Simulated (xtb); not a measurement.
Sn(F)2(Br)(NH2) (BrF₂H₂NSn), SMILES [Br][Sn]([F])([F])[NH2]. All values are semi-empirical tight-binding results from xtb (GFN2-xTB unless named), good for trends rather than for accurate numbers. Geometry optimised at GFN2-xTB. The structure was generated by enumeration; whether it is a known compound was not checked. Other conformers were not sampled.

Optimised geometry:

Bonded distances (Å): N1–Sn2 2.038, N1–H6 1.017, N1–H7 1.017, Sn2–F3 1.977, Sn2–F4 1.978, Sn2–Br5 2.451. Bond angles (°): Sn2–N1–H6 109.0, Sn2–N1–H7 109.0, H6–N1–H7 106.9, N1–Sn2–F3 108.3, N1–Sn2–F4 108.7, N1–Sn2–Br5 116.7, F3–Sn2–F4 107.1, F3–Sn2–Br5 107.9, F4–Sn2–Br5 107.7.

For metal compounds this method's bond lengths and energies can be far off.

Problem. Estimate the properties. (An estimate is asked for; the answer gives what the named calculation found.)

Solution. 
```json
{
 "point_group_as_xtb_finds_it": "Cs",
 "orbital_gap": "2.55 eV",
 "zero_point_energy": "16.7 kcal/mol",
 "G − E(el) at 298.15 K (modified RRHO)": "-6.5 kcal/mol"
}
```

Problem. Give the atomic charges and the Wiberg bond orders between heavy atoms. (The exact figures need the calculation; the answer reports its results.)

Solution. charges (e) N1 -0.35, Sn2 0.57, F3 -0.29, F4 -0.29, Br5 -0.04, H6 0.20, H7 0.20. Bond orders N1–Sn2 0.72, Sn2–F3 0.77, Sn2–F4 0.77, Sn2–Br5 0.83.
